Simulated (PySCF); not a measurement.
## Excitation energies in several basis sets

C3H10OSi2.
Geometry (PBE0-D3(BJ)/def2-SVP, Å), atoms numbered from 1 in this order:
```xyz
16
C3H10OSi2 angstrom
C      1.9182    1.2119   -0.2782
C      1.8347   -0.0780    0.0650
Si     0.2664   -1.0899   -0.0213
C     -0.1935   -1.7495    1.6652
O     -0.9660   -0.1466   -0.5998
Si    -1.9107    1.1077   -1.0867
H      2.8543    1.7775   -0.2103
H      1.0499    1.7696   -0.6478
H      2.7493   -0.5726    0.4221
H      0.4598   -2.2299   -0.9698
H     -0.3275   -0.9255    2.3827
H     -1.1305   -2.3254    1.6166
H      0.5957   -2.4149    2.0502
H     -3.3090    0.6277   -1.2910
H     -1.3992    1.6777   -2.3702
H     -1.9156    2.1887   -0.0535
```

TDDFT with PBE0 (PySCF), vertical singlets, core orbitals frozen in the response, spherical d and f functions. Isolated species at its PBE0-D3(BJ)/def2-SVP geometry (one conformer only).

```json
{"basis": "6-31G*", "functions": "112", "diffuse": "no", "S1 (eV)": "6.64", "S2 (eV)": "7.07", "S3 (eV)": "7.11", "S4 (eV)": "7.34", "S5 (eV)": "7.47", "LUMO (eV)": "0.05", "α (au)": "74.5"}
{"basis": "6-31+G*", "functions": "136", "diffuse": "yes", "S1 (eV)": "6.43", "S2 (eV)": "6.65", "S3 (eV)": "6.79", "S4 (eV)": "7.04", "S5 (eV)": "7.08", "LUMO (eV)": "-0.44", "α (au)": "85.4"}
{"basis": "def2-SVP", "functions": "142", "diffuse": "no", "S1 (eV)": "6.50", "S2 (eV)": "6.91", "S3 (eV)": "7.32", "S4 (eV)": "7.50", "S5 (eV)": "7.58", "LUMO (eV)": "-0.23", "α (au)": "79.6"}
{"basis": "aug-cc-pVDZ", "functions": "236", "diffuse": "yes", "S1 (eV)": "6.32", "S2 (eV)": "6.55", "S3 (eV)": "6.70", "S4 (eV)": "6.92", "S5 (eV)": "6.94", "LUMO (eV)": "-0.51", "α (au)": "94.9"}
{"basis": "def2-TZVP", "functions": "258", "diffuse": "no", "S1 (eV)": "6.36", "S2 (eV)": "6.74", "S3 (eV)": "6.95", "S4 (eV)": "7.17", "S5 (eV)": "7.28", "LUMO (eV)": "-0.45", "α (au)": "88.9"}
```

Problem. How much do these states and the polarisability depend on the basis?

Solution. States are compared by their number. Against the largest diffuse basis here (aug-cc-pVDZ, itself not a converged limit), sets without diffuse functions differ by up to 0.33 eV in S1 and 0.64 eV in S5; the smaller diffuse sets differ by up to 0.12 and 0.14 eV. State by state, the largest deviation of a set without diffuse functions is S1 0.33, S2 0.52, S3 0.62, S4 0.58, S5 0.64 eV. The same number needn't mean the same state in each row. Against aug-cc-pVDZ the polarisability deviates by -22% in 6-31G*, -10% in 6-31+G*, -16% in def2-SVP, -6% in def2-TZVP. A single + in a Pople set puts diffuse functions on heavy atoms only.
